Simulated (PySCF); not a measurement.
**Zr²⁴⁺: ionisation energy**

Zr²⁴⁺ [Ne] 3s2 3p4 (3P) → Zr²⁵⁺ [Ne] 3s2 3p3 (4S), as a difference of total energies. Computed with PySCF 2.14 in an uncontracted even-tempered set (17 s from 2.5 bohr⁻², ratio 2.5; 11 p from 3.2 bohr⁻², ratio 2.5; 5 d from 17 bohr⁻², ratio 2.7; 4 f from 25 bohr⁻², ratio 2.7), with the non-relativistic Hamiltonian (point nucleus). Correlated levels: outer shells: 1s2 frozen; virtual orbitals above 40 to 60 times the deepest correlated orbital energy dropped. The calculations carry no spin-orbit coupling.

```
                method  ionisation energy (eV)
                   UHF                  1195.1
    MP2 (outer shells)                  1196.1
SCS-MP2 (outer shells)                  1196.1
   CCSD (outer shells)                  1196.0
CCSD(T) (outer shells)                  1196.0
```

Spin-orbit coupling is strong in these open shells (close to jj coupling). The scalar numbers leave it out and a first-order estimate fails, so it can dominate the gap to the real levels.

The gap to the reference is mostly relativistic.

For comparison: 1205.4 ± 1.7 eV (semi-empirical (NIST evaluation); NIST Atomic Spectra Database, ionization energies).
